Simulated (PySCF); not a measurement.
# Telling isomers of C10H9P apart by NMR

PySCF 2.14.0 with density-fitted response routines calculation with GFN2-xTB geometry and PBE0/pcSseg-1 with gauge-including orbitals; in vacuum, one computed conformer, fast rotation and ring inversion assumed for equivalent nuclei, relativity neglected.

δ = σ(ref) − σ, references computed at the same level: TMS for ¹H, ¹³C. Splittings of carbon signals by F and P are missing where no couplings were computed. Where no couplings were computed, multiplicities follow the n + 1 count of equivalent neighbours, and m marks all less simple cases (inequivalent or close neighbours, rings, F or P nearby). Shifts are as computed. Against solution values, carbons near 30 ppm lie about +3 ppm off and those near 130 ppm about +5 ppm. Of 1211 compounds with measured shifts, 218 miss one by over three times the rms of a fit or turn the order of signals round; such compounds aren't used in these exercises.

(1) Tabulate the signals of `Cc1ccpc2ccccc12`, `C#CP1Cc2ccccc2C1`, `Cc1pccc2ccccc12` and their relative energies.

(2) What is the quickest way to tell C#CP1Cc2ccccc2C1 from Cc1pccc2ccccc12?

(3) What is the quickest way to tell Cc1ccpc2ccccc12 from C#CP1Cc2ccccc2C1?

(4) What is the quickest way to tell Cc1ccpc2ccccc12 from Cc1pccc2ccccc12?

Results:

(1) 
```tsv
SMILES	carbon types	δC	δH	E rel. (kcal/mol)
Cc1ccpc2ccccc12	3×C 6×CH 1×CH3	170.4, 160.8, 142.2, 142.1, 138.2, 136.3, 134.2, 132.2, 129.0, 25.6	9.57 (m, 1H), 8.76 (m, 1H), 8.48 (m, 1H), 8.18 (m, 1H), 8.12 (m, 1H), 7.89 (m, 1H), 3.01 (s, 3H)	0.0
C#CP1Cc2ccccc2C1	3×C 5×CH 2×CH2	148.3, 132.2, 131.7, 98.1, 91.7, 41.2	7.65 (m, 2H), 7.47 (m, 2H), 3.30 (m, 4H), 1.86 (m, 1H)	39.9
Cc1pccc2ccccc12	3×C 6×CH 1×CH3	183.8, 153.6, 140.8, 138.4, 138.0, 137.3, 132.8, 132.4, 127.2, 26.6	8.82 (m, 1H), 8.61 (m, 1H), 8.37 (m, 1H), 8.26 (d, 1H), 8.04 (m, 1H), 7.95 (m, 1H), 3.32 (m, 3H)	1.0
```

Energies are electronic energies at PBE0/pcSseg-1 on these geometries, without zero-point or thermal terms, each for the one conformer computed, which needn't be the lowest.

(2) Count the carbon signals: 6 against 10. The first has an sp3 CH2 bonded to P, on an aromatic ring at 41.2 ppm, the second a methyl carbon on an aromatic ring (CH3) at 26.6 ppm. Their most deshielded carbons lie at 148.3 and 183.8 ppm. In the proton spectra the most deshielded non-exchanging signals are 7.65 (m, 2H) and 8.82 (m, 1H).

(3) Count the carbon signals: 10 against 6. The first has a methyl carbon on an aromatic ring (CH3) at 25.6 ppm, the second an sp3 CH2 bonded to P, on an aromatic ring at 41.2 ppm. Their most deshielded carbons lie at 170.4 and 148.3 ppm. In the proton spectra the most deshielded non-exchanging signals are 9.57 (m, 1H) and 7.65 (m, 2H).

(4) Both give the same number of carbon signals, with the same numbers of each carbon type, so the positions decide. The first has a ring-fusion aromatic carbon (C) at 160.8 ppm, the second a substituted aromatic carbon (C) at 183.8 ppm. Their most deshielded carbons lie at 170.4 and 183.8 ppm. In the proton spectra the most deshielded non-exchanging signals are 9.57 (m, 1H) and 8.82 (m, 1H).
